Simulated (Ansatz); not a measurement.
`Sc1ccc(Sc2ccccc2)cc1` with charge -1. Charge -1, multiplicity 2. Geometry PBE-D4/def2-SVP, that of the neutral singlet; atoms count from 1.

```xyz
24

S     2.266    3.262   -3.413
C     1.555    1.849   -2.610
C     0.298    1.877   -1.965
C    -0.213    0.727   -1.355
C     0.534   -0.469   -1.345
S    -0.105   -1.980   -0.649
C    -0.697   -1.475    0.957
C    -1.791   -2.186    1.495
C    -2.260   -1.883    2.781
C    -1.663   -0.859    3.533
C    -0.578   -0.147    2.992
C    -0.086   -0.456    1.717
C     1.792   -0.495   -1.978
C     2.294    0.647   -2.614
H     1.243    4.120   -3.145
H    -0.297    2.803   -1.954
H    -1.201    0.759   -0.874
H    -2.276   -2.972    0.895
H    -3.113   -2.445    3.192
H    -2.041   -0.614    4.536
H    -0.098    0.654    3.575
H     0.773    0.095    1.305
H     2.385   -1.421   -1.966
H     3.277    0.608   -3.108
```

The highest occupied level of the charge -1 doublet lies above zero (up to 1.68 eV). By energy differences it is unbound by 0.32 eV (vertical, against the charge 0 singlet, at PBE0-D4/def2-TZVP) and held by the finite basis.

Problem. Estimate the Mulliken populations from the PBE0/def2-TZVP orbitals of Ansatz.

Solution. 
```tsv
atom	charge (e)	spin (α − β)
S1	-0.28	0.02
C2	0.15	0.24
C3	-0.19	-0.09
C4	-0.29	0.22
C5	0.12	0.19
S6	-0.17	-0.01
C7	0.14	0.12
C8	-0.22	-0.03
C9	-0.13	0.07
C10	-0.17	0.12
C11	-0.12	-0.04
C12	-0.24	0.13
C13	-0.21	-0.03
C14	-0.23	0.11
H15	0.12	0.00
H16	0.06	0.00
H17	0.10	-0.02
H18	0.07	0.01
H19	0.07	-0.01
H20	0.07	-0.01
H21	0.08	0.00
H22	0.13	-0.01
H23	0.07	0.00
H24	0.06	-0.01
```
Mulliken values depend strongly on the basis.

Problem. Where does the spin sit?

Solution. Summed by element: S 0.00, C 1.03, H -0.03, of 1 unpaired in all. Largest on single atoms: C2 0.24, C4 0.22, C5 0.19.

Problem. And the Mayer bond orders between heavy atoms (over 0.3)?

Solution. S1–C2 0.99 (1.77 Å); C2–C3 1.30 (1.41 Å); C2–C14 1.18 (1.41 Å); C3–C4 1.47 (1.40 Å); C4–C5 1.16 (1.41 Å); C5–S6 0.97 (1.78 Å); C5–C13 1.30 (1.41 Å); S6–C7 1.01 (1.78 Å); C7–C8 1.33 (1.41 Å); C7–C12 1.25 (1.41 Å); C8–C9 1.46 (1.40 Å); C9–C10 1.31 (1.40 Å); C10–C11 1.40 (1.41 Å); C11–C12 1.43 (1.40 Å); C13–C14 1.53 (1.40 Å).
